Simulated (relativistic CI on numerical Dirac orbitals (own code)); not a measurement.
Calculated at this level of theory: Dirac-Coulomb-Breit CI, separate exchange-only KLI orbitals for each configuration, model QED (radiative potential, 1s self-energy scaled to tabulated hydrogen-like ionisation energies), unscaled Slater integrals (own radial code, finite nucleus).

The strongest absorption lines from the ground level of an ion, among the configurations computed and to levels below about 847 eV (vacuum wavelength in nm, gf): 1.5611 (0.49), 1.5614 (0.44), 1.5775 (0.64), 1.5894 (0.44), 1.9358 (3.7), 1.9370 (2.5), 1.9455 (0.9), 1.9658 (1.2).

Task: Which ion is it?
A. Sc12+
B. V16+
C. Mn16+
D. V14+

Result: D. V14+ has 9 electrons and the ground level 2s²2p⁵ ²P°3/2; the strongest line goes to 2s²2p⁴3d ²D5/2. The pattern of lines fixes the number of electrons, and along that sequence the line energies rise steadily with the charge (about as its square where n changes within one kind of shell, about linearly where n is kept but much faster in heavy ions where fine structure, which grows about as Z⁴, sets the gap, and irregularly where shells cross), which fixes Z. Configurations outside the model, such as inner-shell arrays, can give stronger lines. At this charge energies of transitions that change n are usually good to better than 1 %, and those within a shell (Δn = 0) to a few per cent.

LS names give the leading component of a level, which can be under half, so a name can repeat, a term be missing and a line seem to break the LS rules.
